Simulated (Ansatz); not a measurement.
The same ligand exchange along the group O, S, Se.

Program: Ansatz. Geometries: PBE0-D4/def2-TZVP. ΔE: electronic, gas phase. CCSD(T)/CBS is the MP2 limit (def2-TZVPP, def2-QZVPP) plus CCSD(T) − MP2 in def2-TZVPP, frozen cores. This one scheme is used for every species. DFT in def2-TZVPP. For As, Se outer-core shells are correlated without core-valence functions, which leaves a few kJ/mol of doubt a bond. Scalar relativity is left out up to krypton. One conformer a species, not always the lowest.

```
                                                      reaction  PBE-D4 (kcal/mol)  CCSD(T)/CBS(def2) (kcal/mol)
     `C[SiH2][SiH2]O` + `[AsH3]` → `C[SiH2][SiH2][AsH2]` + H₂O                6.8                           8.8
     `C[SiH2][SiH2]S` + `[AsH3]` → `C[SiH2][SiH2][AsH2]` + H₂S                4.7                           5.1
`C[SiH2][SiH2][SeH]` + `[AsH3]` → `C[SiH2][SiH2][AsH2]` + H₂Se                6.3                           7.3
```

Largest T1 diagnostic: 0.012, for `C[SiH2][SiH2][AsH2]`.
